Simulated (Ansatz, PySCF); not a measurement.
This Ansatz (an electronic-structure program) input computes a PBE/def2-TZVPD energy:

Ansatz 0.2 input:
```yaml
crystal:
  periodic: [false, false, false]
  atoms:
    - {symbol: C, position_ang: [-2.25084546, -0.02756413, -0.11565726]}
    - {symbol: C, position_ang: [-1.11033469, 0.12750955, 0.49176546]}
    - {symbol: C, position_ang: [0.12917447, -0.71272209, 0.20559255]}
    - {symbol: C, position_ang: [1.27049657, 0.11341881, -0.17756154]}
    - {symbol: N, position_ang: [2.15944881, 0.77998730, -0.47294440]}
    - {symbol: H, position_ang: [-2.69045187, -0.63858073, -0.88760347]}
    - {symbol: H, position_ang: [-0.98962825, 0.88681393, 1.26095516]}
    - {symbol: H, position_ang: [-0.07015933, -1.43334932, -0.58841301]}
    - {symbol: H, position_ang: [0.40315246, -1.27864784, 1.10083702]}
basis:
  gaussian:
    orbitals: def2-TZVPD
hamiltonian:
  xc: {name: PBE}
magnetization: {spin_polarized: true, initial_magnetization: 1}
output: {forces: true}
```

Task: Write an input for the same energy in PySCF and say what it gives.

Result: 
```python
from pyscf import gto, scf, dft

mol = gto.M(
    atom='''
    C    -2.25084546   -0.02756413   -0.11565726
    C    -1.11033469    0.12750955    0.49176546
    C     0.12917447   -0.71272209    0.20559255
    C     1.27049657    0.11341881   -0.17756154
    N     2.15944881    0.77998730   -0.47294440
    H    -2.69045187   -0.63858073   -0.88760347
    H    -0.98962825    0.88681393    1.26095516
    H    -0.07015933   -1.43334932   -0.58841301
    H     0.40315246   -1.27864784    1.10083702
    ''',
    basis='def2-tzvpd',
    charge=0,
    spin=1,
    verbose=4,
)

mf = dft.UKS(mol, xc='pbe').density_fit(auxbasis='def2-universal-jkfit')
mf.grids.level = 3
mf.conv_tol = 1e-9
mf.max_cycle = 100
mf.max_memory = 1500
mf.kernel()
if not mf.converged:
    mf = mf.newton()
    mf.kernel(mf.make_rdm1())
for _ in range(2):
    mo, _, stable, _ = mf.stability(return_status=True)
    if stable:
        break
    mf.kernel(mf.make_rdm1(mo, mf.mo_occ))
mf.analyze()
```
It gives -209.26472 Eh, and Ansatz -209.26464 Eh, a difference of 0.08 mEh, from the treatment of integrals and grids.

It need not be the lowest isomer of its formula.
